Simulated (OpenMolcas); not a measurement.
Levels of N+ by method

- Program: OpenMolcas 26.06
- Basis: ANO-R2 [4s4p2d1f]
- Scalar Hamiltonian: X2C, finite nucleus
- Active space: 4 electrons in 4 orbitals (2s 2p)
- State averaging: 2S+1 = 3 even, 6 roots; 2S+1 = 1 even, 6 roots; 2S+1 = 5 odd, 1 root; 2S+1 = 3 odd, 9 roots; 2S+1 = 1 odd, 8 roots
- Spin-orbit coupling: RASSI with atomic mean-field integrals over the reference wave functions, term energies averaged over their components

Methods on the same reference wave functions:
A. CASSCF
B. SS-CASPT2, IPEA 0.25 Eh, imaginary shift 0.1 Eh (closed shells correlated: 1s)
C. MS-CASPT2, IPEA 0.25 Eh, imaginary shift 0.1 Eh (closed shells correlated: 1s)

Energies in cm⁻¹ above 2s² 2p² ³P₀, the measured ground level; measured values from NIST Handbook of Basic Atomic Spectroscopic Data.

```csv
Level,A,B,C,Measured
2s² 2p² ³P₀,0.0,0.0,0.0,0.0
2s² 2p² ³P₁,44.2,44.2,44.4,48.7
2s² 2p² ³P₂,131,131,132,131
2s² 2p² ¹D₂,17496,15260,15290,15316
2s² 2p² ¹S₀,30670,31770,31790,32689
2s 2p³ ⁵S°₂,35675,44130,44160,46785
2s 2p³ ³D°₂,95658,90200,90230,92250
2s 2p³ ³D°₁,95658,90200,90230,92251
2s 2p³ ³D°₃,95659,90200,90230,92236
2s 2p³ ³P°₀,113049,108690,108710,109223
2s 2p³ ³P°₁,113049,108690,108710,109216
2s 2p³ ³P°₂,113049,108690,108710,109217
2s 2p³ ¹D°₂,160473,146400,146420,144188
2s 2p³ ³S°₁,167661,157500,157520,155127
2s 2p³ ¹P°₁,177485,164570,164590,166766
```

Deviations, from unrounded energies. A percentage is the sum of absolute deviations over the sum of measured energies, with the sign that they share, or ± where signs differ.

| Against measurement | Levels | A | B | C |
| --- | --- | --- | --- | --- |
| mean absolute deviation (cm-1) | 14 | 5500 | 1300 | 1300 |
| fine structure of the ground term (%) | 2 | ±2.8 | ±2.8 | ±3.0 |
| other terms of the ground configuration (%) | 2 | ±8.7 | -2.0 | -1.9 |
| other configurations (%) | 10 | ±6.5 | ±1.5 | ±1.5 |

B, C lie about equally close to measurement and A furthest from it. The largest miss of C in the table is 2s 2p³ ⁵S°₂, by -2600 cm-1. The ranking rests on the paired levels alone, and a cruder setting can come out closer through cancelling errors.

Between B and C the level of the table that moves most is 2s² 2p² ¹D₂, by 23 cm-1 (lowest in B, highest in C). Moves below CASPT2's spread within the term are not significant.

The mean deviations of B to C differ by less than CASPT2's widest spread within a term (660 cm-1), so their order carries little weight.

From A to B the spin-free energies of the other terms of 2s² 2p² shown, above ³P, scale by factors of 0.87 to 1.04.

The lowest spin-free term lies below A's lowest term by 0.080 hartree in B, 0.080 hartree in C.

Term energies are means over components that CASPT2 splits; among the terms shown or strongly mixed into the levels shown the widest spread is 660 cm-1 (2s 2p³ ³D°, C). Without dynamic correlation excited terms often stand tens of per cent too high (terms of higher spin than the ground term too low), and those without a measured partner can miss by more than the paired ones (holds for A). Computed and measured levels are paired by configuration, term and J; levels that our copy of the source lacks, or whose pairing is in doubt (as where it misses far off the trend of its configuration), stay unpaired and out of the deviations. Only configurations of the active space appear. The table leaves out levels that lie high or whose names do not pair safely across all columns.

° marks odd parity.
